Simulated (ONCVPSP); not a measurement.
Before and after: ONCV potential for beryllium (Be)

```json
{
 "Element": "beryllium",
 "Generator": "ONCVPSP 4.0.1",
 "Type": "optimised norm-conserving Vanderbilt (ONCV)",
 "Functional": "PBE",
 "Relativity": "scalar-relativistic",
 "Frozen core": "[He]",
 "Valence charge": "2",
 "Reference configuration": "2s2",
 "Partial waves": "2s: rc 1.85 bohr, ncon 5, nbas 8, qcut 3.1 1/bohr, 2 projectors, debl 2.2 Ha; p scattering state at 0.05 Ha: rc 1.45 bohr, ncon 4, nbas 8, qcut 6.8 1/bohr, local; d scattering state at 0.13 Ha: rc 1.45 bohr, ncon 3, nbas 7, qcut 7.1 1/bohr, 1 projector",
 "Local potential": "the p channel",
 "Core correction": "Teter function fitted to the true core (icmod 2), fcfact 0.55"
}
```

All-electron outer shells of the reference configuration (PBE, scalar-relativistic, ld1.x):

```json
{"shell": "1s", "level (eV)": "-106.21", "outermost node (bohr)": "–", "outermost maximum (bohr)": "0.27"}
{"shell": "2s", "level (eV)": "-5.61", "outermost node (bohr)": "0.59", "outermost maximum (bohr)": "2.04"}
```

Change: s: qcut 2.6.

Cutoffs: the cutoffs (Ha) at which the residual kinetic energy of the hardest occupied pseudo-wave falls to 1 and 0.1 mHa per electron; they do not see the model core or the augmentation charge, which bear on the density cutoff. Errors are all-electron minus pseudo energies relative to the spin-unpolarised reference configuration.

Task: Predict the effect on cutoff, ghosts and configuration errors.

Result: The potential gets harder (6.3 Ha and 34 Ha → 13 Ha and 38 Ha); the errors of the 4 common tests hardly move; neither file shows a bound ghost.

```tsv
quantity	base	changed
cutoff, loose	6.3 Ha	13 Ha
cutoff, tight	34 Ha	38 Ha
bound ghosts	none	none
GHOST(+) flags under 300 eV	none	none
error for 2s1, meV [ΔE 9.55 eV]	+10	+9.3
error for 2s1.5, meV [ΔE 3.76 eV]	+1.5	+1.4
error for 2s1 2p1, meV [ΔE 3.61 eV]	+3.5	+3.8
error for 2s0 2p1, meV [ΔE 13.46 eV]	+18	+19
s: phases at 1.88 bohr within 0.05 rad from the reference energy up to (Ha; the scan ends near 5)	3.4	3.4
p: phases at 1.47 bohr within 0.05 rad from the reference energy up to (Ha; the scan ends near 5)	3.6	3.6
d: phases at 1.47 bohr within 0.05 rad from the reference energy up to (Ha; the scan ends near 5)	to the end of the scan	to the end of the scan
rms error of d²Exc/dni dnj with the model core, mHa	1.37	1.24
```

Base: The cutoffs count occupied waves only; projector 2 of the s channel, the hardest unoccupied one, needs 16 Ha at the loose tolerance.
